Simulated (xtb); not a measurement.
xtb input (GFN2-xTB):

```bash
xtb mol.xyz --gfn 2 --sp --chrg -1 --uhf 0
```
mol.xyz:
```
5

O     -1.01174803     2.26466658    -0.35369078
B     -1.21318727     1.04720973    -0.14768637
O     -2.31461324     0.20640591     0.01506773
I      0.67491607    -0.48635579     0.06621725
H     -3.09372530     0.77222811    -0.06209826
```

Output:

```
           -------------------------------------------------
          |                Calculation Setup                |
           -------------------------------------------------

           -------------------------------------------------
          |                 G F N 2 - x T B                 |
           -------------------------------------------------

        Reference                      10.1021/acs.jctc.8b01176
      * Hamiltonian:
        H0-scaling (s, p, d)           1.850000    2.230000    2.230000
        zeta-weighting                 0.500000
      * Dispersion:
        s8                             2.700000
        a1                             0.520000
        a2                             5.000000
        s9                             5.000000
      * Repulsion:
        kExp                           1.500000    1.000000
        rExp                           1.000000
      * Coulomb:
        alpha                          2.000000
        third order                    shell-resolved
        anisotropic                    true
        a3                             3.000000
        a5                             4.000000
        cn-shift                       1.200000
        cn-exp                         4.000000
        max-rad                        5.000000

          ...................................................
          :                      SETUP                      :
          :.................................................:
          :  # basis functions                  23          :
          :  # atomic orbitals                  22          :
          :  # shells                           10          :
          :  # electrons                        24          :
          :  max. iterations                   250          :
          :  Hamiltonian                  GFN2-xTB          :
          :  restarted?                      false          :
          :  GBSA solvation                  false          :
          :  PC potential                    false          :
          :  electronic temp.          300.0000000     K    :
          :  accuracy                    1.0000000          :
          :  -> integral cutoff          0.2500000E+02      :
          :  -> integral neglect         0.1000000E-07      :
          :  -> SCF convergence          0.1000000E-05 Eh   :
          :  -> wf. convergence          0.1000000E-03 e    :
          :  Broyden damping             0.4000000          :
          :  net charge                         -1          :
          :  unpaired electrons                  0          :
          ...................................................

 iter      E             dE          RMSdq      gap      omega  full diag
   1    -13.8658191 -0.138658E+02  0.106E+01    8.40       0.0  T
   2    -14.0511659 -0.185347E+00  0.937E+00    5.46       1.0  T
   3    -14.1009322 -0.497663E-01  0.501E+00    6.87       1.0  T
   4    -14.0938121  0.712010E-02  0.239E+00    6.73       1.0  T
   5    -14.1087644 -0.149523E-01  0.849E-01    7.12       1.0  T
   6    -14.1089847 -0.220371E-03  0.395E-01    7.09       1.0  T
   7    -14.1089809  0.388077E-05  0.168E-01    7.10       1.0  T
   8    -14.1090307 -0.498163E-04  0.660E-02    7.09       1.0  T
   9    -14.1090336 -0.290221E-05  0.221E-02    7.10       2.0  T
  10    -14.1090331  0.499723E-06  0.199E-02    7.10       2.2  T
  11    -14.1090344 -0.136768E-05  0.244E-03    7.10      18.3  T
  12    -14.1090345 -0.104738E-07  0.152E-03    7.10      29.4  T
  13    -14.1090345 -0.753492E-08  0.225E-04    7.10     199.1  T
  14    -14.1090345 -0.168267E-09  0.414E-05    7.10    1079.1  T

   *** convergence criteria satisfied after 14 iterations ***

         #    Occupation            Energy/Eh            Energy/eV
      -------------------------------------------------------------
         1        2.0000           -0.5212367             -14.1836
       ...           ...                  ...                  ...
         6        2.0000           -0.3198159              -8.7026
         7        2.0000           -0.2903053              -7.8996
         8        2.0000           -0.2525727              -6.8729
         9        2.0000           -0.2481040              -6.7513
        10        2.0000           -0.2025605              -5.5120
        11        2.0000           -0.2017870              -5.4909
        12        2.0000           -0.1988124              -5.4100 (HOMO)
        13                          0.0622028               1.6926 (LUMO)
        14                          0.0660566               1.7975
        15                          0.2615025               7.1158
        16                          0.2833388               7.7100
        17                          0.2838433               7.7238
       ...                                ...                  ...
        22                          0.9659336              26.2844
      -------------------------------------------------------------
                  HL-Gap            0.2610151 Eh            7.1026 eV
             Fermi-level           -0.0683048 Eh           -1.8587 eV

 SCC (total)                   0 d,  0 h,  0 min,  0.004 sec
 SCC setup                      ...        0 min,  0.000 sec (  2.520%)
 Dispersion                     ...        0 min,  0.000 sec (  0.666%)
 classical contributions        ...        0 min,  0.000 sec (  0.324%)
 integral evaluation            ...        0 min,  0.001 sec ( 15.319%)
 iterations                     ...        0 min,  0.002 sec ( 55.721%)
 molecular gradient             ...        0 min,  0.001 sec ( 23.464%)
 printout                       ...        0 min,  0.000 sec (  1.735%)

         :::::::::::::::::::::::::::::::::::::::::::::::::::::
         ::                     SUMMARY                     ::
         :::::::::::::::::::::::::::::::::::::::::::::::::::::
         :: total energy             -14.049323534967 Eh    ::
         :: gradient norm              0.034576834251 Eh/a0 ::
         :: HOMO-LUMO gap              7.102583651160 eV    ::
         ::.................................................::
         :: SCC energy               -14.109034154941 Eh    ::
         :: -> isotropic ES            0.229715834625 Eh    ::
         :: -> anisotropic ES         -0.011853873170 Eh    ::
         :: -> anisotropic XC         -0.010387037856 Eh    ::
         :: -> dispersion             -0.002903315340 Eh    ::
         :: repulsion energy           0.059710619974 Eh    ::
         :: add. restraining           0.000000000000 Eh    ::
         :: total charge              -1.000000000000 e     ::
         :::::::::::::::::::::::::::::::::::::::::::::::::::::

           -------------------------------------------------
          |                Property Printout                |
           -------------------------------------------------

    * Orbital Energies and Occupations

         #    Occupation            Energy/Eh            Energy/eV
      -------------------------------------------------------------
         1        2.0000           -0.5212367             -14.1836
         2        2.0000           -0.4999200             -13.6035
         3        2.0000           -0.4647056             -12.6453
         4        2.0000           -0.4092909             -11.1374
         5        2.0000           -0.3493171              -9.5054
         6        2.0000           -0.3198159              -8.7026
         7        2.0000           -0.2903053              -7.8996
         8        2.0000           -0.2525727              -6.8729
         9        2.0000           -0.2481040              -6.7513
        10        2.0000           -0.2025605              -5.5120
Note: The following floating-point exceptions are signalling: IEEE_DENORMAL
normal termination of xtb
        11        2.0000           -0.2017870              -5.4909
        12        2.0000           -0.1988124              -5.4100 (HOMO)
        13                          0.0622028               1.6926 (LUMO)
        14                          0.0660566               1.7975
        15                          0.2615025               7.1158
        16                          0.2833388               7.7100
        17                          0.2838433               7.7238
        18                          0.3083859               8.3916
        19                          0.3293720               8.9627
        20                          0.4534725              12.3396
        21                          0.5387534              14.6602
        22                          0.9659336              26.2844
      -------------------------------------------------------------
                  HL-Gap            0.2610151 Eh            7.1026 eV
             Fermi-level           -0.0683048 Eh           -1.8587 eV

     #   Z          covCN         q      C6AA      α(0)
     1   8 O        0.792    -0.658    27.634     7.046
     2   5 B        2.383     0.512    19.070     8.144
     3   8 O        1.615    -0.543    23.871     6.594
     4  53 I        0.835    -0.560   415.573    35.192
     5   1 H        0.805     0.250     0.892     1.483

 Mol. C6AA /au·bohr⁶  :       1267.978946
 Mol. C8AA /au·bohr⁸  :      73218.906387
 Mol. α(0) /au        :         58.459915

Wiberg/Mayer (AO) data.
largest (>0.10) Wiberg bond orders for each atom

 ---------------------------------------------------------------------------
     #   Z sym  total        # sym  WBO       # sym  WBO       # sym  WBO
 ---------------------------------------------------------------------------
     1   8 O    1.971 --     2 B    1.830
     2   5 B    3.370 --     1 O    1.830     3 O    1.011     4 I    0.522
     3   8 O    2.010 --     2 B    1.011     5 H    0.915
     4  53 I    0.607 --     2 B    0.522
     5   1 H    0.937 --     3 O    0.915
 ---------------------------------------------------------------------------

Topologies differ in total number of bonds
Writing topology from bond orders to xtbtopo.mol

molecular dipole:
                 x           y           z       tot (Debye)
 q only:        0.285      -1.136       0.182
   full:       -0.891      -0.474       0.098       2.578
molecular quadrupole (traceless):
                xx          xy          yy          xz          yz          zz
 q only:        2.695       3.769      -8.708      -0.546       2.423       6.013
  q+dip:        3.009       5.912     -11.012      -0.863       3.107       8.002
   full:        3.738       4.852     -11.640      -0.704       3.221       7.902

           -------------------------------------------------
          | TOTAL ENERGY              -14.049323534967 Eh   |
          | GRADIENT NORM               0.034576834251 Eh/α |
          | HOMO-LUMO GAP               7.102583651160 eV   |
           -------------------------------------------------

------------------------------------------------------------------------
------------------------------------------------------------------------
 total:
 SCF:
```

It need not be the lowest isomer of its formula. Whether it binds its extra electron was not tested at this geometry.
